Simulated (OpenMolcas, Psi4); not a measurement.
How methods differ on SiF3 (trifluorosilyl)

SiF3 has 4 atoms, charge 0, and is taken as a doublet. SMILES: `F[Si](F)F`. The coordinates come from a PBE0-D4/def2-TZVP relaxation.

Each level gives the dipole moment (D). The values are calculated.

```
               level           kind     program  value (D)
  USVWN5/aug-cc-pVDZ            LDA        Psi4       1.06
   UBLYP/aug-cc-pVDZ            GGA        Psi4       1.11
    UPBE/aug-cc-pVDZ            GGA        Psi4       1.05
U-r2SCAN/aug-cc-pVDZ       meta-GGA  OpenMolcas       1.12
  UM06-L/aug-cc-pVDZ       meta-GGA  OpenMolcas       1.21
  UB3LYP/aug-cc-pVDZ  global hybrid        Psi4       1.23
  UBHLYP/aug-cc-pVDZ  global hybrid  OpenMolcas       1.37
   UPBE0/aug-cc-pVDZ  global hybrid        Psi4       1.20
```

The values span 1.05 to 1.37 D. Magnitudes only.
